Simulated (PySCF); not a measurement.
Gas-phase equilibrium of 1 mol NaCl, 2.7 mol H2O at 600 K and 0.00100 bar, among 21 species (ClO, O2, HCl, O, HO2, H2O, H, HOCl, Na, H2O2, O3, Na2, H2, Na2(OH)2, NaCl, NaOH, Cl, Cl2, Na2O, Na2Cl2, OH). Only gases are allowed; each row takes one source of thermochemistry for all species, and Cantera finds the minimum.

Computed with PySCF and rigid-rotor harmonic-oscillator thermochemistry at 1 bar. Table values come from the NASA 1993 polynomials. S°(298 K) at PBE0/def2-TZVP differs from the NASA 1993 table for Na2(OH)2 (+8 J/mol/K); whether the harmonic model or the table's entry is off was not settled. † marks an energy on the PBE0/def2-TZVP geometry and frequencies; other levels use their own. The species in the table below are closed-shell singlets. The harmonic model lacks anharmonicity and excited electronic states, which grow with temperature; levels with a mode under 35 cm⁻¹ are left out. Soft modes under 120 cm⁻¹ make the harmonic entropy rough for Na2Cl2. The table's entry may be an old estimate for Na2(OH)2, Na2Cl2 (not checked at source).

Molecules larger than those listed are left out. Table species left out: NaH, NaO.

With table thermochemistry: H2O 0.84, Na2Cl2 0.16, NaCl 5.2e-5, HCl 1.2e-8, Na2(OH)2 1.9e-9.

### Question
How far does the composition move with the other sources (BLYP/def2-TZVP†, PBE0/def2-QZVP†, PBE0/def2-SVP†, PBE0/def2-TZVP, LDA/def2-TZVP†)?

### Answer
```
thermochemistry  x H2O  x Na2Cl2   x NaCl   x HCl  x Na2(OH)2
---------------  -----  --------  -------  ------  ----------
table             0.84      0.16   5.2e-5  1.2e-8      1.9e-9
BLYP/def2-TZVP†   0.84      0.16  0.00023  4.3e-7      2.1e-7
PBE0/def2-QZVP†   0.84      0.16   9.3e-5  2.5e-8      1.2e-8
PBE0/def2-SVP†    0.84      0.16   4.0e-6  3.8e-8      1.9e-8
PBE0/def2-TZVP    0.84      0.16   6.3e-5  3.9e-8      1.9e-8
LDA/def2-TZVP†    0.84      0.16   2.0e-5  3.0e-7      1.5e-7
```
The most sensitive of these is Na2(OH)2: it spans a factor of 10^2.0 over these rows; at this temperature one factor of ten is RT ln 10 = 11 kJ/mol.
